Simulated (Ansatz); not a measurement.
Reaction (redistribution): `[Br][Al]1[CH2][S]1` + `C[SiH](N)Cl` → `[Cl][Al]1[CH2][S]1` + `C[SiH](N)Br`

Calculated with Ansatz (gas phase, PBE0-D4/def2-TZVP geometries, no zero-point term in ΔE). CCSD(T)/CBS adds triple-zeta CCSD(T) − MP2 to the extrapolated MP2 energy (def2 sets, frozen cores). DFT in def2-TZVPP. B3LYP here is the variant with VWN-RPA as its local correlation; programs differ in this. HSE06 is defined as in plane-wave codes. For Br outer-core shells are correlated without core-valence functions, which leaves a few kJ/mol of doubt a bond. Scalar relativity is left out up to krypton. One conformer a species, not always the lowest.

`[Br][Al]1[CH2][S]1`:

Cartesian coordinates in Å:
```
Br 0.780 -2.705 -1.476
Al 0.030 -0.804 -0.603
C 0.096 0.667 0.597
S -1.423 0.718 -0.591
H -0.225 0.595 1.634
H 0.741 1.527 0.439
```

`C[SiH](N)Cl`:

Cartesian coordinates in Å:
```
C 0.436 -1.340 -0.021
Si 0.378 0.509 0.089
N -1.235 1.030 0.281
Cl 1.300 1.246 -1.625
H 1.463 -1.684 -0.161
H 0.035 -1.789 0.891
H -0.153 -1.694 -0.870
H 1.159 1.069 1.215
H -1.958 0.663 -0.318
H -1.425 1.991 0.519
```

`[Cl][Al]1[CH2][S]1`:

Z-matrix (Å, degrees):
```
C
Al 1 1.898
S 1 1.933 2 66.6
H 1 1.087 2 122.8 3 -100.4
H 1 1.087 2 122.8 3 100.4
Cl 2 2.068 1 153.7 3 -180.0
```

`C[SiH](N)Br`:

Z-matrix (Å, degrees):
```
C
Si 1 1.854
H 1 1.093 2 110.6
H 1 1.093 2 110.2 3 -120.2
H 1 1.091 2 110.5 3 119.4
N 2 1.706 1 110.1 3 60.0
Br 2 2.254 1 106.8 3 -64.0
H 2 1.480 1 114.1 3 -179.0
H 6 1.008 2 119.4 1 169.7
H 6 1.008 2 119.7 1 -48.5
```

| level | ΔE (kJ/mol) |
| --- | --- |
| B97M-V | 5.1 |
| BHLYP-D4 | 5.6 |
| PBE | 5.2 |
| B3LYP | 5.5 |
| HSE06 | 5.7 |
| MP2/def2-SVP | 3.5 |
| MP2/def2-TZVPP | 6.5 |
| SCS-MP2/def2-TZVPP | 6.6 |

(1) What does CCSD(T)/CBS give? (An estimate is asked.)

Largest T1 diagnostic among the species: 0.012.

Answers

(1) The calculation gave: +4.6 kJ/mol. The listed levels differ from it by 0.5, 1.0, 0.6, 0.9, 1.1, -1.1, 1.9, 2.0 kJ/mol.

Leaving LDA and LC-ωPBE aside and taking each functional with its dispersion term where it has one, the values, not all of them listed here, spread over 2.0 kJ/mol, from BLYP-D4 to PBE-QIDH.
